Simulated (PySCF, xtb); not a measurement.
C₄H₁₀S, SMILES CC(C)(C)S.

GFN2-xTB in xtb at its own geometry gives an orbital gap of 4.44 eV and a dipole moment of 2.51 D.

Coordinates come from a PBE0-D3(BJ)/def2-SVP optimisation. One conformer was computed; it need not be the lowest.

Question: What does CAM-B3LYP/def2-TZVP (PySCF) give? (Estimate from the structure and the level; the computed values follow.)

Answer: gap 9.38 eV (levels -8.06 and 1.32 eV), dipole 1.66 D.
